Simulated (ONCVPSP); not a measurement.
Ranking ONCV potentials for Ni (Z = 28)

All share these settings but for the change named:

Ni, optimised norm-conserving Vanderbilt (ONCV), made with ONCVPSP 4.0.1 (LDA (Perdew-Wang 92), fully relativistic). Core [Ne], reference 3s2 3p6 3d8 4s1.75 4p0.25. Waves: 3s+4s: rc 1.25 bohr, ncon 5, nbas 8, qcut 7.5 1/bohr, 2 projectors; 3p+4p: rc 1.10 bohr, ncon 3, nbas 7, qcut 13.5 1/bohr, 2 projectors; 3d: rc 1.35 bohr, ncon 4, nbas 8, qcut 13 1/bohr, 2 projectors, debl 1.3 Ha. Local part: polynomial inside 0.95 bohr (lpopt 1, dvloc0 0 Ha). Core correction: polynomial model core, fcfact 0.35.

Open shells are filled in proportion to 2j + 1.

Cutoff: the first of the cutoffs (Ha) at which the residual kinetic energy of the hardest occupied pseudo-wave falls to 1 and 0.1 mHa per electron; the density cutoff is not measured.

The base gives 61 Ha.

Of 8 variants that were run, those that failed, showed a ghost or another fault, or gave nearly equal values are left out.

A variant can come out equal or close to the base.

(1) Rank these variants from softest to hardest (loose cutoff).
A. d: rc 0.94; local potential polynomial inside 0.94 bohr (lpopt 1, dvloc0 0 Ha)
B. d: rc 1.94
C. d: rc 1.36
D. d: rc 1.1

## Answers

(1) B (51 Ha), C (60 Ha), D (72 Ha), A (84 Ha).
